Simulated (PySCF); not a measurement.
# Telling isomers of C$_{7}$H$_{11}$F apart by NMR

- GFN2-xTB geometry
- NMR shieldings at PBE0/pcSseg-1/GIAO
- code: PySCF
- isolated molecule, fast rotation and ring inversion assumed for equivalent nuclei, non-relativistic, one computed conformer

Scale: TMS for ¹H, ¹³C (reference shieldings calculated alike). Splittings of carbon signals by F and P are missing where no couplings were computed. Where no couplings were computed, multiplicities follow the n + 1 count of equivalent neighbours, and m marks all less simple cases (inequivalent or close neighbours, rings, F or P nearby). Shifts are as computed. Against solution values, carbons near 30 ppm lie about +3 ppm off and those near 130 ppm about +5 ppm. Of 1211 compounds with measured shifts, 218 miss one by over three times the rms of a fit or turn the order of signals round; such compounds aren't used in these exercises.

(1) Tabulate the signals of `C=C1[C@@H](F)[C@@H]1C(C)C`, `CC1CC(=CCF)C1` and their relative energies.

(2) What is the quickest way to tell C=C1[C@@H](F)[C@@H]1C(C)C from CC1CC(=CCF)C1?

Results:

(1) 
| SMILES | carbon types | δC | δH | E rel. (kcal/mol) |
| --- | --- | --- | --- | --- |
| C=C1[C@@H](F)[C@@H]1C(C)C | 1×C 3×CH 1×CH2 2×CH3 | 146.0, 115.9, 75.0, 35.9, 35.7, 24.0, 24.0 | 6.24 (m, 1H), 6.06 (m, 1H), 4.59 (m, 1H), 1.46 (m, 1H), 1.24 (d, 3H), 1.09 (d, 3H), 0.72 (m, 1H) | 13.6 |
| CC1CC(=CCF)C1 | 1×C 2×CH 3×CH2 1×CH3 | 148.4, 128.2, 82.7, 39.1, 36.7, 26.6, 24.6 | 5.90 (m, 1H), 5.13 (m, 2H), 3.03 (m, 1H), 2.97 (m, 1H), 2.43 (m, 1H), 2.32 (m, 1H), 2.13 (m, 1H), 1.15 (d, 3H) | 0.0 |

Energies are electronic energies at PBE0/pcSseg-1 on these geometries, without zero-point or thermal terms, each for the one conformer computed, which needn't be the lowest.

(2) Both give the same number of carbon signals, but DEPT or the intensities differ. The first has a three-membered-ring carbon (CH) at 75.0 ppm, the second an allylic sp3 CH2 at 39.1 ppm. Their most deshielded carbons lie at 146.0 and 148.4 ppm.
